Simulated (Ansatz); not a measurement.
Basis sets compared for the cluster CuAg₂ (the lowest doublet isomer of a short search). Total charge 0; doublet. Geometry PBE-D4/def2-TZVP. Ansatz on 4 threads of Intel Xeon on a shared host; times are rough, and most runs start from earlier orbitals.

```csv
atom,x (Å),y (Å),z (Å)
Ag1,0.252,-2.080,-0.634
Ag2,-0.838,2.021,0.081
Cu3,0.586,0.059,0.553
```

In the def2 sets Ag takes a core potential; there is no spin–orbit coupling. The structure comes from a short search, and lower isomers may exist.

Binding counts from free atoms (Ag doublet, Cu doublet) in the same basis, without a counterpoise term.

```json
{"level": "PBE-D4/def2-SVP", "functions": "93", "energy (Eh)": "-1933.9956", "HOMO (eV)": "-4.38", "LUMO (eV)": "-4.01", "binding per atom (eV)": "1.18", "wall time": "1.4 s"}
{"level": "PBE-D4/def2-TZVP", "functions": "125", "energy (Eh)": "-1934.3228", "HOMO (eV)": "-4.49", "LUMO (eV)": "-4.12", "binding per atom (eV)": "1.01", "wall time": "1.4 s"}
{"level": "r2SCAN-D4/def2-TZVP (with forces)", "functions": "125", "energy (Eh)": "-1934.6107", "HOMO (eV)": "-4.57", "LUMO (eV)": "-3.86", "binding per atom (eV)": "0.99", "wall time": "3.3 s"}
{"level": "PBE0-D4/def2-SVP", "functions": "93", "energy (Eh)": "-1933.9551", "HOMO (eV)": "-4.87", "LUMO (eV)": "-3.14", "binding per atom (eV)": "0.96", "wall time": "2 s"}
{"level": "PBE0-D4/def2-TZVP", "functions": "125", "energy (Eh)": "-1934.2701", "HOMO (eV)": "-4.95", "LUMO (eV)": "-3.21", "binding per atom (eV)": "0.84", "wall time": "4.6 s"}
```

Problem. Estimate the rows for PBE-D4/def2-TZVPD, r2SCAN-D4/def2-TZVPD, PBE0-D4/def2-TZVPD.

Solution. 
```json
{"level": "PBE-D4/def2-TZVPD", "functions": "128", "energy (Eh)": "-1934.3232", "HOMO (eV)": "-4.50", "LUMO (eV)": "-4.13", "binding per atom (eV)": "1.01", "wall time": "1.4 s"}
{"level": "r2SCAN-D4/def2-TZVPD", "functions": "128", "energy (Eh)": "-1934.6110", "HOMO (eV)": "-4.57", "LUMO (eV)": "-3.86", "binding per atom (eV)": "0.99", "wall time": "3 s"}
{"level": "PBE0-D4/def2-TZVPD", "functions": "128", "energy (Eh)": "-1934.2703", "HOMO (eV)": "-4.95", "LUMO (eV)": "-3.22", "binding per atom (eV)": "0.84", "wall time": "2.6 s"}
```
